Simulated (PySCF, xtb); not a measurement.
C4H9NSi, SMILES N[SiH]1CC=CC1.

GFN2-xTB run with xtb at its own geometry gives an orbital gap of 5.13 eV and a dipole moment of 1.37 D.

The structure is a stationary point at PBE0-D3(BJ)/def2-SVP. The values are those of a single conformer.

**Question.** What does HF/def2-TZVP (PySCF) give? (The exact figures need the calculation; the answer reports its results.)

**Answer.** gap 12.79 eV (levels -9.29 and 3.50 eV), dipole 1.09 D.
